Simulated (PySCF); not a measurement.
Sn(Cl)2(NH2)2 (Cl2H4N2Sn), SMILES [Cl][Sn]([NH2])([NH2])[Cl]. Geometry optimised at PBE-D3(BJ)/def2-SVP. The structure was generated by enumeration; whether it is a known compound was not checked. The def2 effective core potentials stand for the cores of Sn; spin–orbit coupling is left out. One conformer was computed; it need not be the lowest.

All values below come from PBE-D3(BJ)/def2-SVP (PySCF).

Harmonic wavenumbers (cm⁻¹): 85, 103, 112, 134, 138, 146, 224, 344, 365, 538, 555, 669, 674, 860, 866, 1482, 1484, 3399, 3400, 3502, 3502. Rotational constants (GHz): 1.931, 1.399, 1.171; symmetry number 2.

Task: Work out the zero-point energy and the ideal-gas rigid-rotor harmonic-oscillator thermochemistry at 298.15 K and 1 atm.

Result: ZPE = ½ Σ hcν = ½ × 22583 cm⁻¹ = 32.28 kcal/mol. H − E(el) = 38.54 kcal/mol. Entropy in cal/(mol K): translation 42.09, rotation 27.63, vibration 25.18, total 94.90. G − E(el) = 10.25 kcal/mol. Cp = 29.80 cal/(mol K). Modes under 150 cm⁻¹ make the vibrational entropy uncertain.
